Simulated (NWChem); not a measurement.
## Polarisability of arsine (H₃As)

SMILES: [AsH3]
```xyz
4

As     0.0010     0.0726     0.0000
H     -0.6465    -0.7900     1.1000
H     -0.6465    -0.7900    -1.1000
H      1.2585    -0.8174     0.0000
```
Charge 0, spin multiplicity 1.

Program: NWChem. Structure: optimised with PBE/def2-SVP, a minimum by its harmonic frequencies.

Basis set: aug-cc-pVDZ. Static limit.

The Hamiltonian is non-relativistic. The correlated methods keep 9 core orbitals frozen. B3LYP has NWChem's definition, with VWN1-RPA local correlation. Coupled-cluster values serve here as a point of comparison, not as the truth.

Problem. Order these methods by the isotropic polarisability they give, lowest first: CCSD linear response, PBE, B3LYP, BHandHLYP, HF.

Solution. HF (35.03 bohr³), BHandHLYP (35.28 bohr³), CCSD linear response (35.81 bohr³), B3LYP (35.98 bohr³), PBE (36.58 bohr³)
